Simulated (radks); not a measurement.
All-electron atom: Sm I in [Xe] 4f6 6s2.

All-electron calculation, Dirac Kohn-Sham, exchange-only PBE, spin-unpolarised, spherical densities, finite nucleus; open shells fill j = l - 1/2 first; Fermi nuclear charge, rms radius 5.0819 fm. Program: a radial shooting solver on a logarithmic mesh with Libxc functionals.

Energy parts (eV):
| part | energy |
|---|---|
| total | -283826.54 |
| kinetic | 307807.12 |
| electron-nucleus | -695603.02 |
| Hartree | 110306.07 |
| exchange | -6336.71 |

Orbitals (lengths in bohr, moments of r in powers of bohr; <r^-3> diverges for s and p1/2; r(90%) holds 90 % of the orbital's charge):
| orbital | occ. | eigenvalue (eV) | r(90%) | <r^2> | <1/r> | <r^-3> |
|---|---|---|---|---|---|---|
| 1s1/2 | 2 | -46626.25 | 0.0411 | 0.0007049 | 68.81 | - |
| 2s1/2 | 2 | -7614.575 | 0.150 | 0.01105 | 16.35 | - |
| 2p1/2 | 2 | -7218.030 | 0.133 | 0.008048 | 16.33 | - |
| 2p3/2 | 4 | -6615.128 | 0.142 | 0.009291 | 14.56 | 8889 |
| 3s1/2 | 2 | -1666.956 | 0.374 | 0.07418 | 5.944 | - |
| 3p1/2 | 2 | -1496.209 | 0.367 | 0.06935 | 5.859 | - |
| 3p3/2 | 4 | -1374.146 | 0.385 | 0.07656 | 5.412 | 1856 |
| 3d3/2 | 4 | -1077.860 | 0.357 | 0.06158 | 5.286 | 309.5 |
| 3d5/2 | 6 | -1051.345 | 0.362 | 0.06360 | 5.174 | 277.3 |
| 4s1/2 | 2 | -330.0944 | 0.832 | 0.3789 | 2.476 | - |
| 4p1/2 | 2 | -264.6340 | 0.864 | 0.4008 | 2.370 | - |
| 4p3/2 | 4 | -237.8338 | 0.906 | 0.4407 | 2.219 | 408.3 |
| 4d3/2 | 4 | -130.1076 | 1.00 | 0.5137 | 1.999 | 57.22 |
| 4d5/2 | 6 | -125.3223 | 1.02 | 0.5297 | 1.961 | 50.61 |
| 5s1/2 | 2 | -42.1091 | 2.04 | 2.248 | 0.9421 | - |
| 5p1/2 | 2 | -24.6555 | 2.36 | 2.917 | 0.8233 | - |
| 5p3/2 | 4 | -21.1498 | 2.51 | 3.297 | 0.7683 | 52.47 |
| 6s1/2 | 2 | -2.9984 | 6.67 | 22.65 | 0.2845 | - |
| 4f5/2 | 6 | -1.5648 | 1.81 | 1.510 | 1.356 | 6.200 |
| 4f7/2 | 0 | -1.0315 | 1.87 | 1.629 | 1.334 | 5.948 |

The highest occupied level is 4f5/2 at -1.565 eV. For comparison, the ionisation energy in NIST's Atomic Spectra Database is 5.644 eV (measured). In exact Kohn-Sham theory the highest level is minus the ionisation energy, but local and semilocal functionals leave it too shallow, through self-interaction and a potential that decays too fast; potentials with the right tail come closer.

Beside tabulated values, note that spin-unpolarised runs miss the spin-polarisation part of the exchange energy of open shells.
